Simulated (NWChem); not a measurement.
A series in which one site is exchanged, each optimised at PBE0/def2-SVP with NWChem, gas phase unless a solvent is named. All stand in one matching conformer (torsions within 35°), which need not be the lowest. For some, no frequency run checked for a minimum. def2 effective core potentials on Cd, I; no spin-orbit coupling.

A: [OH][Cd][Br] (CdHOBr; site = Br)
B: [OH][Cd][I] (CdHOI; site = I)
C: [OH][Cd][Cl] (CdHOCl; site = Cl)
D: [OH][CdH] (CdH₂O; site = H)

Values for A:

| Item | Value |
|---|---|
| dipole (D), PBE0/def2-SVP | 1.76 |
| vertical ionisation energy, ΔSCF, B3LYP/def2-SVP (eV) | 10.03 |
| lowest singlet excitation, B3LYP/def2-SVPD, TDA (eV) | 4.52 |

How do these values change for the other members?


| change from A | B | C | D |
|---|---|---|---|
| dipole (D), PBE0/def2-SVP | -0.18 | +0.12 | -0.18 |
| vertical ionisation energy, ΔSCF, B3LYP/def2-SVP (eV) | -0.45 | +0.25 | +0.26 |
| lowest singlet excitation, B3LYP/def2-SVPD, TDA (eV) | -0.37 | +0.15 | +0.91 |
